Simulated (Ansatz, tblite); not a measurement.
Isomers of NbO4H3 (singlet), found by a short tight-binding search and relaxed with PBE-D4/def2-SVP in Ansatz.

In the def2 sets Nb takes a core potential; there is no spin–orbit coupling. The xTB rows come from tblite. Correlated methods freeze 4 core orbitals; core or outer-core shells of Nb are correlated, in sets that lack core-valence functions.

A: At CCSD(T)/def2-TZVP the test of the restricted singlet for broken spin symmetry was undecided. It holds 1 O–O bond. B: At CCSD(T)/def2-TZVP the test of the restricted singlet for broken spin symmetry was undecided. It holds 2 O–O bonds. C: At CCSD(T)/def2-TZVP the test of the restricted singlet for broken spin symmetry was undecided. It holds 1 O–O bond.

Other spin states weren't relaxed.

A:

Cartesian coordinates in Å:
```
Nb -0.155 -0.240 -0.466
O 0.391 -1.610 -1.341
O -1.251 -0.637 1.189
O 0.828 1.374 -0.757
O 0.163 -0.655 1.665
H 0.207 0.149 2.232
H 1.583 1.572 -1.341
H -1.766 0.047 -1.181
```

B:

```
atom   x (Å)   y (Å)   z (Å)
 Nb1   0.197  -0.392  -0.068
  O2  -0.310  -2.226  -0.324
  O3  -0.491   0.915   1.212
  O4  -0.959  -1.332  -1.267
  O5  -0.816   1.635  -0.064
  H6  -0.197   2.400  -0.017
  H7   0.867  -1.139   1.392
  H8   1.710   0.138  -0.864
```

C:

| atom | x (Å) | y (Å) | z (Å) |
| --- | --- | --- | --- |
| Nb1 | -0.569 | 0.157 | -0.312 |
| O2 | -2.021 | 1.043 | -0.118 |
| O3 | 0.908 | 1.358 | -0.366 |
| O4 | -0.528 | -1.135 | 1.167 |
| O5 | 0.715 | -1.708 | 0.612 |
| H6 | -0.767 | -0.601 | -1.925 |
| H7 | 0.892 | 2.332 | -0.355 |
| H8 | 1.371 | -1.445 | 1.297 |

Q: Estimate their order by electronic energy at CCSD(T)/def2-TZVP, counted from the lowest.

A: C (0.0) < A (7.4) < B (466.5), in kJ/mol.

Q: Do the other levels pick the same lowest one?

A: All that were run do. Energies above each level's lowest (kJ/mol):

```json
{"level": "GFN1-xTB", "A": "11.3", "B": "267.0", "C": "0.0"}
{"level": "GFN2-xTB", "A": "18.2", "B": "172.5", "C": "0.0"}
{"level": "HF/def2-TZVP", "A": "5.6", "B": "505.2", "C": "0.0"}
{"level": "PBE-D4/def2-TZVP", "A": "12.7", "B": "427.9", "C": "0.0"}
{"level": "BLYP-D4/def2-TZVP", "A": "14.5", "B": "435.9", "C": "0.0"}
{"level": "r2SCAN-D4/def2-TZVP", "A": "10.7", "B": "444.8", "C": "0.0"}
{"level": "PBE0-D4/def2-TZVP", "A": "9.4", "B": "454.0", "C": "0.0"}
{"level": "MP2/def2-TZVP", "A": "10.8", "B": "518.5", "C": "0.0"}
{"level": "CCSD/def2-TZVP", "A": "6.3", "B": "475.4", "C": "0.0"}
{"level": "CCSD(T)/def2-TZVP", "A": "7.4", "B": "466.5", "C": "0.0"}
```
Point groups (tolerance 0.1 Å): A not assigned, B not assigned, C not assigned. A and C have the same bonds, so they are conformers or stereoisomers. Lower isomers may exist.
